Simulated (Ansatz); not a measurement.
Consider the hydrogenolysis of a Ge–S bond: `[OH][Ge]([F])([F])[SH]` + H₂ → `[OH][GeH]([F])[F]` + H₂S.

Program: Ansatz. Geometries: PBE0-D4/def2-TZVP. ΔE: electronic, gas phase. CBS: MP2 limit from def2 TZ/QZ plus the TZ coupled-cluster correction, frozen cores. This one scheme is used for every species. Functionals use def2-TZVPP. For Ge outer-core shells are correlated without core-valence functions, which leaves a few kJ/mol of doubt a bond. Scalar relativity is left out up to krypton. Each species was taken in one conformer, which may not be the lowest.

```tsv
level	ΔE (kJ/mol)
B2PLYP	20.0
PBE-QIDH	23.9
PBE	23.8
r2SCAN0	25.1
HF/def2-SVP	-5.3
CCSD(T)/def2-SVP	12.9
MP2/def2-TZVPP	29.3
HF/def2-QZVPP	2.0
```

Task: What does CCSD(T)/CBS give? (An estimate is asked.)

Result: Computed: +24.2 kJ/mol. The listed levels differ from it by -4.2, -0.3, -0.4, 0.9, -29.5, -11.3, 5.1, -22.2 kJ/mol.

Largest T1 diagnostic among the species: 0.012.

The D4 term adds +9.8 kJ/mol with B3LYP and +5.3 kJ/mol with PBE0; it sums over pairs of atoms, weighted by their polarisabilities, and B3LYP, whose exchange is more repulsive, gets the larger term. Leaving LDA and LC-ωPBE aside and taking each functional with its dispersion term where it has one, the values, not all of them listed here, spread over 16.6 kJ/mol, from CAM-B3LYP-D4 to revPBE-D4. From r2SCAN to r2SCAN0 (25 % exact exchange), in def2-TZVPP and without D4, ΔE moves by −4.0 kJ/mol.

CCSD(T)/CBS has its own doubt, a few kJ/mol and more with outer-core shells, so smaller differences from it don't rank the levels.

B3LYP here is the variant with VWN-RPA as its local correlation; programs differ in this.
